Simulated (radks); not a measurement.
The numbers below are computed, except where a source is named.
Charge is removed step by step from the 2s1/2 level of Be+, starting from [He] 2s1. Level of theory: Dirac Kohn-Sham, PBE, spin-unpolarised, spherical densities, finite nucleus; Fermi nuclear charge, rms radius 2.519 fm (a radial shooting solver on a logarithmic mesh with Libxc functionals).

removed (e) = 0: E - E(0) (eV) 0.000; eigenvalue (eV) -13.700
removed (e) = 0.1: E - E(0) (eV) 1.413; eigenvalue (eV) -14.564
removed (e) = 0.2: E - E(0) (eV) 2.913; eigenvalue (eV) -15.430
removed (e) = 0.3: E - E(0) (eV) 4.499; eigenvalue (eV) -16.296
removed (e) = 0.4: E - E(0) (eV) 6.172; eigenvalue (eV) -17.160
removed (e) = 0.5: E - E(0) (eV) 7.931; eigenvalue (eV) -18.018
removed (e) = 0.6: E - E(0) (eV) 9.775; eigenvalue (eV) -18.865
removed (e) = 0.7: E - E(0) (eV) 11.704; eigenvalue (eV) -19.698
removed (e) = 0.8: E - E(0) (eV) 13.714; eigenvalue (eV) -20.510
removed (e) = 0.9: E - E(0) (eV) 15.804; eigenvalue (eV) -21.267

The mean slope of the eigenvalue, de/dn, is 8.41 eV per electron.
